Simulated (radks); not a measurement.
Problem. All-electron atom: Sr6+ in [Ar] 3d10 4s2 4p2. Calculated with a radial shooting solver on a logarithmic mesh with Libxc functionals: Dirac Kohn-Sham, PBE, spin-unpolarised, spherical densities, finite nucleus; open shells fill j = l - 1/2 first; Fermi nuclear charge, rms radius 4.224 fm.

Spin-orbit splittings of the eigenvalues, e(l+1/2) - e(l-1/2), with zeta = 2 splitting/(2l+1) and mean radii in bohr:

shell  occ.  splitting (eV)  zeta (eV)  <r> j=l-1/2  <r> j=l+1/2
2p        6           68.45      45.64       0.1474       0.1516
3p        6           10.55      7.032       0.4898       0.5001
3d       10           1.854     0.7415       0.4919       0.4954
4p        2               ?          ?        1.347        1.367

Estimate the 4p splitting.

Solution. 1.629 eV (zeta = 1.086 eV).
